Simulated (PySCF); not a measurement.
## N(2+) (nitrogen, charge +2) across methods

[He] 2s2 2p1, 2P determinant. Calculation: PySCF 2.14, in aug-cc-pCVTZ-DK (7s6p4d2f, 59 functions); scalar relativity by spin-free X2C-1e.

```json
{"method": "BP86", "E (hartree)": "-52.9818", "mean ε 2s α (eV)": "-49.830", "mean ε 2s β (eV)": "-47.966", "mean ε 2p α (eV)": "-38.872", "Σ⟨r²⟩ (bohr²)": "4.952", "⟨S²⟩": "0.751"}
{"method": "LDA", "E (hartree)": "-52.5071", "mean ε 2s α (eV)": "-49.608", "mean ε 2s β (eV)": "-47.624", "mean ε 2p α (eV)": "-38.555", "Σ⟨r²⟩ (bohr²)": "5.001", "⟨S²⟩": "0.751"}
{"method": "revPBE", "E (hartree)": "-52.9833", "mean ε 2s α (eV)": "-49.772", "mean ε 2s β (eV)": "-47.854", "mean ε 2p α (eV)": "-38.823", "Σ⟨r²⟩ (bohr²)": "4.967", "⟨S²⟩": "0.751"}
{"method": "r2SCAN", "E (hartree)": "-52.9593", "mean ε 2s α (eV)": "-50.416", "mean ε 2s β (eV)": "-48.094", "mean ε 2p α (eV)": "-39.756", "Σ⟨r²⟩ (bohr²)": "4.956", "⟨S²⟩": "0.753"}
{"method": "UHF", "E (hartree)": "-52.84755", "mean ε 2s α (eV)": "-58.793", "mean ε 2s β (eV)": "-54.183", "mean ε 2p α (eV)": "-47.997", "Σ⟨r²⟩ (bohr²)": "4.970", "⟨S²⟩": "0.754"}
{"method": "PBE", "E (hartree)": "-52.9229", "mean ε 2s α (eV)": "-49.755", "mean ε 2s β (eV)": "-47.827", "mean ε 2p α (eV)": "-38.812", "Σ⟨r²⟩ (bohr²)": "4.969", "⟨S²⟩": "0.751"}
{"method": "PBE0", "E (hartree)": "-52.9343", "mean ε 2s α (eV)": "-52.228", "mean ε 2s β (eV)": "-49.751", "mean ε 2p α (eV)": "-41.236", "Σ⟨r²⟩ (bohr²)": "4.959", "⟨S²⟩": "0.752"}
{"method": "r2SCAN0", "E (hartree)": "-52.9632", "mean ε 2s α (eV)": "-52.656", "mean ε 2s β (eV)": "-49.874", "mean ε 2p α (eV)": "-41.953", "Σ⟨r²⟩ (bohr²)": "4.953", "⟨S²⟩": "0.753"}
```

Problem. Estimate the same row for TPSS.

Solution. E (hartree) = -53.0070; mean ε 2s α (eV) = -50.287; mean ε 2s β (eV) = -48.077; mean ε 2p α (eV) = -39.445; Σ⟨r²⟩ (bohr²) = 4.946; ⟨S²⟩ = 0.752.
